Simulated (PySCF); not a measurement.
**Two-component Hartree-Fock for Re⁺ (rhenium, charge +1)**

Start: [Xe] 4f14 5d5 6p1; 5d5/2 filled at m_j = -3/2, -1/2, +1/2, +3/2, +5/2; 6p3/2 filled at m_j = +3/2. Calculated with PySCF 2.14 in x2c-SVPall-2c with one added diffuse shell each of s, d type (8s9p10d2f, 99 functions): generalised Hartree-Fock with the X2C-1e Hamiltonian and a Gaussian nucleus; one run each with spin-orbit coupling (SO) switched off, then screened by Boettger's factors. This is a chosen level, not necessarily the ground level.

```json
{"spinor shell": "1s1/2", "electrons": "2", "ε, spin-free (eV)": "-72073.4", "ε, screened SO (eV)": "-72050.5", "weight of nominal j (screened SO)": "1.000", "rms radius, screened SO (bohr)": "0.0204"}
{"spinor shell": "2s1/2", "electrons": "2", "ε, spin-free (eV)": "-12647.9", "ε, screened SO (eV)": "-12640.7", "weight of nominal j (screened SO)": "1.000", "rms radius, screened SO (bohr)": "0.0824"}
{"spinor shell": "2p1/2", "electrons": "2", "ε, spin-free (eV)": "-11044.6", "ε, screened SO (eV)": "-12074.9", "weight of nominal j (screened SO)": "1.000", "rms radius, screened SO (bohr)": "0.0700"}
{"spinor shell": "2p3/2", "electrons": "4", "ε, spin-free (eV)": "-11044.6", "ε, screened SO (eV)": "-10629.2", "weight of nominal j (screened SO)": "1.000", "rms radius, screened SO (bohr)": "0.0775"}
{"spinor shell": "3s1/2", "electrons": "2", "ε, spin-free (eV)": "-2999.3", "ε, screened SO (eV)": "-2996.9", "weight of nominal j (screened SO)": "1.000", "rms radius, screened SO (bohr)": "0.210"}
{"spinor shell": "3p1/2", "electrons": "2", "ε, spin-free (eV)": "-2518.4", "ε, screened SO (eV)": "-2744.7", "weight of nominal j (screened SO)": "1.000", "rms radius, screened SO (bohr)": "0.202"}
{"spinor shell": "3p3/2", "electrons": "4", "ε, spin-free (eV)": "-2518.4", "ε, screened SO (eV)": "-2425.4", "weight of nominal j (screened SO)": "1.000", "rms radius, screened SO (bohr)": "0.217"}
{"spinor shell": "3d3/2", "electrons": "4", "ε, spin-free (eV)": "-1966.3", "ε, screened SO (eV)": "-2005.8", "weight of nominal j (screened SO)": "1.000", "rms radius, screened SO (bohr)": "0.192"}
{"spinor shell": "3d5/2", "electrons": "6", "ε, spin-free (eV)": "-1966.3", "ε, screened SO (eV)": "-1937.6", "weight of nominal j (screened SO)": "1.000", "rms radius, screened SO (bohr)": "0.196"}
{"spinor shell": "4s1/2", "electrons": "2", "ε, spin-free (eV)": "-666.90", "ε, screened SO (eV)": "-666.13", "weight of nominal j (screened SO)": "1.000", "rms radius, screened SO (bohr)": "0.468"}
{"spinor shell": "4p1/2", "electrons": "2", "ε, spin-free (eV)": "-506.36", "ε, screened SO (eV)": "-559.58", "weight of nominal j (screened SO)": "1.000", "rms radius, screened SO (bohr)": "0.476"}
{"spinor shell": "4p3/2", "electrons": "4", "ε, spin-free (eV)": "-506.36", "ε, screened SO (eV)": "-484.27", "weight of nominal j (screened SO)": "1.000", "rms radius, screened SO (bohr)": "0.509"}
{"spinor shell": "4d3/2", "electrons": "4", "ε, spin-free (eV)": "-300.74", "ε, screened SO (eV)": "-308.80", "weight of nominal j (screened SO)": "0.999", "rms radius, screened SO (bohr)": "0.532"}
{"spinor shell": "4d5/2", "electrons": "6", "ε, spin-free (eV)": "-300.74", "ε, screened SO (eV)": "-294.58", "weight of nominal j (screened SO)": "0.999", "rms radius, screened SO (bohr)": "0.543"}
{"spinor shell": "5s1/2", "electrons": "2", "ε, spin-free (eV)": "-110.42", "ε, screened SO (eV)": "-110.26", "weight of nominal j (screened SO)": "1.000", "rms radius, screened SO (bohr)": "1.12"}
{"spinor shell": "5p1/2", "electrons": "2", "ε, spin-free (eV)": "-67.170", "ε, screened SO (eV)": "-76.495", "weight of nominal j (screened SO)": "0.908", "rms radius, screened SO (bohr)": "1.28"}
{"spinor shell": "4f5/2", "electrons": "6", "ε, spin-free (eV)": "-69.995", "ε, screened SO (eV)": "-71.128", "weight of nominal j (screened SO)": "0.979", "rms radius, screened SO (bohr)": "0.638"}
{"spinor shell": "4f7/2", "electrons": "8", "ε, spin-free (eV)": "-69.995", "ε, screened SO (eV)": "-68.493", "weight of nominal j (screened SO)": "0.984", "rms radius, screened SO (bohr)": "0.638"}
{"spinor shell": "5p3/2", "electrons": "4", "ε, spin-free (eV)": "-67.170", "ε, screened SO (eV)": "-63.013", "weight of nominal j (screened SO)": "0.954", "rms radius, screened SO (bohr)": "1.31"}
{"spinor shell": "5d5/2", "electrons": "5", "ε, spin-free (eV)": "-21.584", "ε, screened SO (eV)": "-21.537", "weight of nominal j (screened SO)": "0.511", "rms radius, screened SO (bohr)": "1.93"}
{"spinor shell": "6p3/2", "electrons": "1", "ε, spin-free (eV)": "-9.899", "ε, screened SO (eV)": "-9.746", "weight of nominal j (screened SO)": "1.000", "rms radius, screened SO (bohr)": "4.26"}
```

```json
{"quantity": "E (hartree)", "spin-free": "-16678.70721", "screened SO": "-16699.28205"}
{"quantity": "M_J", "spin-free": "4", "screened SO": "4"}
{"quantity": "⟨J²⟩", "spin-free": "20.014", "screened SO": "20.013"}
{"quantity": "⟨L²⟩", "spin-free": "2.012", "screened SO": "2.372"}
{"quantity": "⟨S²⟩", "spin-free": "12.002", "screened SO": "11.733"}
```

Each row is a mean over spinors that exchange with the open shell spreads, by up to 8.582 eV (5p3/2).

Rows whose weight is well below 1 are mixtures of j = l ± 1/2: exchange outweighs spin-orbit coupling there, and the label is only the starting occupation.

Breit and QED terms are absent; they matter most for the inner s and p1/2 levels.

Densities and radii are taken from the X2C orbitals without a picture-change correction, which distorts them close to the nucleus.

Without spin-orbit coupling the j labels of p, d and f shells carry no meaning; the spin-free column gives the mean over the occupied spinors of each nl shell.
